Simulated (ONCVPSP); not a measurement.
What one change does to a pseudopotential (gold (Au), ONCV)

Au (Z = 79), optimised norm-conserving Vanderbilt (ONCV), made with ONCVPSP 4.0.1 (LDA (Perdew-Zunger), scalar-relativistic). Core [Kr] 4d10 4f14, reference 5s2 5p6 5d10 (charge +1). Waves: 5s: rc 1.00 bohr, ncon 3, nbas 7, qcut 5.7 1/bohr, 1 projector; 5p: rc 1.30 bohr, ncon 4, nbas 8, qcut 9.5 1/bohr, 2 projectors, debl 0.9 Ha; 5d: rc 1.00 bohr, ncon 4, nbas 8, qcut 11.1 1/bohr, local. Local part: the d channel. Core correction: Teter function fitted to the true core (icmod 2), fcfact 0.2.

In the p channel the program set the typed energies aside and used -2.524, 0.250 Ha.

All-electron outer shells of the reference configuration (LDA (Perdew-Zunger), scalar-relativistic, ld1.x):

```csv
shell,level (eV),outermost node (bohr),outermost maximum (bohr)
4f,-90.12,–,0.37
5p,-68.67,0.52,0.96
5d,-15.62,0.56,1.21
```

Change: s: qcut 5.1; p: qcut 8.4; d: qcut 9.9.

Cutoffs: the cutoffs (Ha) at which the residual kinetic energy of the hardest occupied pseudo-wave falls to 1 and 0.1 mHa per electron; they do not see the model core or the augmentation charge, which bear on the density cutoff. Errors are all-electron minus pseudo energies relative to the spin-unpolarised reference configuration.

What does the change do?

Of the 4 tests that both files solve, the error grows in 2 and shrinks in 1 by more than 15 % and 0.3 meV (median size 210.1 → 284.7 meV); the range in which the s phases agree narrows (upper end 3.1 → 1.8); neither file shows a bound ghost.

| quantity | base | changed |
| --- | --- | --- |
| bound ghosts | none | none |
| GHOST(+) flags under 300 eV | none | none |
| error for 5s2 5p6 5d10 6s1, meV [ΔE -9.77 eV] | -419 | -569 |
| error for 5s2 5p6 5d9, meV [ΔE 21.50 eV] | +0.7 | +0.6 |
| error for 5s2 5p6 5d8, meV [ΔE 55.67 eV] | +1.2 | +0.7 |
| error for 5s1 5p6 5d10 6s1, meV [ΔE 105.90 eV] | -830 | -1075 |
| s: phases at 1.02 bohr within 0.05 rad from the reference energy up to (Ha; the scan ends near 5) | 3.1 | 1.8 |
| p: phases at 1.32 bohr within 0.05 rad from the reference energy up to (Ha; the scan ends near 5) | to the end of the scan | to the end of the scan |
| d: phases at 1.02 bohr within 0.05 rad from the reference energy up to (Ha; the scan ends near 5) | to the end of the scan | to the end of the scan |
| rms error of d²Exc/dni dnj with the model core, mHa | 1.33 | 1.15 |
